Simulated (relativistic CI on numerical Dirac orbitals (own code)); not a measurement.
Cu⁴⁺ in a cubic cluster: 2p photoemission with charge transfer

Computed with a charge-transfer multiplet model of a cubic metal-ligand cluster with up to 3 ligand holes, Slater and spin-orbit integrals from Dirac-Coulomb-Breit ions, Slater integrals scaled by 0.7. The ground state mixes d7 with configurations of k ligand holes L, whose averages lie at kΔ + k(k − 1)U_dd/2; a core hole lowers each added d electron by U_cd. 20 K, Lorentzian 0.6 eV and Gaussian 0.8 eV FWHM.

Atomic integrals in eV (Slater integrals scaled, ζ unscaled), ground: F2dd 10.358, F4dd 6.495, zeta_d 0.120; with the core hole: F2dd 11.484, F4dd 7.232, zeta_d 0.162, zeta_core 13.365, F2cd 7.063, G1cd 5.548, G3cd 3.160.

Cluster parameters (eV): U_dd = 6.9, U_cd = 8.3, 10Dq = 1.85, 10Dq(ligand) = 1.3, V(eg) = 1.95, V(t2g) = -0.89, final-state hopping factor = 1.

| Case | n_d | d7 | d8L | d9L2 | d10L3 | S |
| --- | --- | --- | --- | --- | --- | --- |
| Δ = -3.3 eV | 8.05 | 0.13 | 0.69 | 0.17 | 0.01 | 0.50 |
| Δ = -2.3 eV | 7.96 | 0.18 | 0.69 | 0.13 | 0.00 | 0.51 |
| Δ = -0.3 eV | 7.76 | 0.32 | 0.61 | 0.07 | 0.00 | 0.51 |
| Δ = 1.7 eV | 7.53 | 0.50 | 0.46 | 0.04 | 0.00 | 0.54 |
| Δ = 2.7 eV | 7.42 | 0.60 | 0.38 | 0.02 | 0.00 | 0.59 |

Weights, n_d and S are thermal averages at 20 K. Binding energies count from the first peak over 30 % of the highest in each spectrum, which can be another peak from case to case. The parameters are a model scan and need not match a compound or its usual spin state. Peaks in eV (height, largest 100):
- Δ = -3.3 eV: 0.0 (100), 2.5 (7), 6.7 (48), 11.7 (12), 20.5 (50), 23.0 (6), 27.1 (28), 31.6 (7)
- Δ = -2.3 eV: 0.0 (100), 2.5 (8), 6.5 (40), 11.5 (10), 20.5 (51), 23.0 (6), 24.0 (5), 27.0 (25), 31.5 (6)
- Δ = -0.3 eV: 0.0 (100), 2.8 (8), 6.3 (32), 8.8 (14), 12.7 (9), 14.6 (6), 16.5 (5), 20.6 (51), 23.0 (7), 26.9 (17)
- Δ = 1.7 eV: 0.0 (100), 2.9 (10), 6.8 (35), 9.1 (15), 12.1 (14), 13.9 (10), 20.8 (51), 22.9 (9), 27.3 (15), 28.5 (13), 33.6 (10)
- Δ = 2.7 eV: 0.0 (100), 3.0 (13), 7.0 (44), 9.6 (17), 11.6 (16), 20.8 (50), 22.8 (12), 27.6 (17), 28.7 (15), 32.8 (10)

Curve for Δ = -0.3 eV (points under 2 left out, the grid thinned):

E (eV), Intensity and a bar:
```
     -3.0        2.1 
     -2.1        4.4 #
     -1.3       13.2 ####
     -0.4       78.7 ##############################
      0.5       70.5 ###########################
      1.3       24.2 #########
      2.2        8.1 ##
      3.0        7.8 ##
      3.9        8.0 ##
      4.8       11.8 ####
      5.6       19.8 #######
      6.5       30.9 ###########
      7.4       16.5 ######
      8.2       13.2 ####
      9.1       13.2 ####
     10.0        5.5 #
     10.8        3.4 #
     11.7        3.4 #
     12.5        8.2 ##
     13.4        5.4 #
     14.3        5.5 #
     15.1        5.2 #
     16.0        4.9 #
     16.9        5.1 #
     17.7        4.3 #
     18.6        4.9 #
     19.5       11.1 ####
     20.3       43.5 ################
     21.2       34.1 #############
     22.0        8.6 ###
     22.9        6.5 ##
     23.8        4.9 #
     24.6        4.2 #
     25.5        4.0 #
     26.4       12.4 ####
     27.2       15.4 #####
     28.1       10.2 ###
     29.0        6.9 ##
     29.8        3.3 
     32.3        2.8 
     33.1        2.8 
     35.6        3.3 #
     36.5        3.9 #
     37.3        2.6 
     38.2        2.0
```

For the case Δ = -0.3 eV, Δ = -0.3 eV is smaller than U_dd = 6.9 eV, the charge-transfer side of the Zaanen-Sawatzky-Allen scheme (negative Δ: between configuration averages a ligand hole costs less than the nominal valence; multiplet and field energies can change this for the lowest states). With the core hole the configuration with one ligand hole lies at Δ − U_cd = -11.6, -10.6, -8.6, -6.6, -5.6 eV from the one without, in the order of the table; where this is negative the screened configuration lies lower.
